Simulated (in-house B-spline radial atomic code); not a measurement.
Configurations of Co7+, with energies counted from [Ar] 3d2. Method: Dirac-Hartree-Fock, average of configuration, Fermi nucleus of rms radius 3.7875 fm. Calculated with a B-spline radial code for spherical atoms. Energies include first-order Breit, QED and recoil terms.

Occupations are held fixed; configurations that lie above the ionisation limit could autoionise.

| configuration | E - E(ref) (eV) | highest orbital | its <r> (bohr) |
| --- | --- | --- | --- |
| [Ar] 3d1 4s1 | 54.224 | 4s1/2 | 1.665 |
| [Ar] 3d1 4p1 | 66.295 | 4p3/2 | 1.781 |
| [Ne] 3s2 3p5 3d2 4s1 | 115.61 | 4s1/2 | 1.666 |
| [Ar] 3d1 5g1 | 119.78 | 5g9/2 | 3.427 |
| [Ar] 3d1 6f1 | 129.75 | 6f7/2 | 5.772 |
| [Ar] 3d1 7s1 | 130.31 | 7s1/2 | 6.726 |
| [Ne] 3s2 3p5 3d2 4f1 | 159.83 | 4f7/2 | 2.111 |
| [Ne] 3s2 3p5 3d2 5f1 | 179.97 | 5f7/2 | 3.748 |
| [Ne] 3s2 3p5 3d2 7f1 | 197.68 | 7f7/2 | 8.166 |
| [Ne] 3s2 3p5 3d2 7g1 | 198.14 | 7g9/2 | 7.914 |

**Question.** Order these further configurations by energy, lowest first.
A. [Ar] 3d1 6g1
B. [Ne] 3s2 3p5 3d2 6s1
C. [Ar] 3d1 6p1
D. [Ne] 3s2 3p5 3d2 5g1
E. [Ne] 3s2 3p5 3d2 6g1

**Answer.** C (122.17 eV), A (130.43 eV), B (180.8 eV), D (181.07 eV), E (191.71 eV).

**Question.** How far above the reference does [Ar] 3d1 5f1 lie?

**Answer.** 118.71 eV; its least bound orbital is 5f7/2 with <r> = 3.751 bohr.

**Question.** How far above the reference does [Ne] 3s2 3p5 3d2 5s1 lie?

**Answer.** 160.66 eV; its least bound orbital is 5s1/2 with <r> = 2.983 bohr.

**Question.** How far above the reference does [Ar] 3d1 7g1 lie?

**Answer.** 136.85 eV; its least bound orbital is 7g9/2 with <r> = 7.915 bohr.

**Question.** One of these lies 99.34 eV from the reference. Which?
A. [Ar] 3d1 5s1
B. [Ar] 3d1 5p1
C. [Ar] 3d1 6s1

**Answer.** A.
